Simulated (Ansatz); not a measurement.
`CC(C)OB(N)N` + `[NH2][Zr]([Cl])([Cl])[Cl]` → `CC(C)[NH][Zr]([Cl])([Cl])[Cl]` + `NB(N)O`  (substitution at a C–O bond)

Computed with Ansatz on PBE0-D4/def2-TZVP structures; ΔE is electronic, products minus reactants. CBS: MP2 limit from def2 TZ/QZ plus the TZ coupled-cluster correction, frozen cores. DFT in def2-TZVPP. Elements past krypton have def2 core potentials. For Zr outer-core shells are correlated without core-valence functions, which leaves a few kJ/mol of doubt a bond. Each species was taken in one conformer, which may not be the lowest.

Question: Is it downhill or uphill in electronic energy at CCSD(T)/CBS, and by how much? (Estimate.)

Answer: The calculation gave: Downhill: ΔE = -0.23 eV.

Question: What do these levels give: revPBE-D4, BLYP, PBE0, BHLYP, HF/def2-SVP, MP2/def2-SVP, CCSD(T)/def2-SVP, HF/def2-TZVPP, SCS-MP2/def2-TZVPP, CCSD/def2-TZVPP, SCS-MP2/def2-QZVPP, MP2/CBS(def2)? (Estimate.)

Answer: The calculation gave: revPBE-D4 -0.21, BLYP -0.06, PBE0 -0.14, BHLYP -0.07, HF/def2-SVP -0.04, MP2/def2-SVP -0.33, CCSD(T)/def2-SVP -0.26, HF/def2-TZVPP -0.03, SCS-MP2/def2-TZVPP -0.26, CCSD/def2-TZVPP -0.21, SCS-MP2/def2-QZVPP -0.26, MP2/CBS(def2) -0.31 eV.

Largest T1 diagnostic among the species: 0.015.

Leaving LDA and LC-ωPBE aside and taking each functional with its dispersion term where it has one, the values, not all of them listed here, spread over 0.10 eV, from PBE-QIDH to CAM-B3LYP-D4. LDA lies −0.03 eV from PBE without D4. The D4 term adds −0.08 eV with B3LYP and −0.05 eV with PBE0; it sums over pairs of atoms, weighted by their polarisabilities, and B3LYP, whose exchange is more repulsive, gets the larger term.

B3LYP here is the variant with VWN-RPA as its local correlation; programs differ in this.
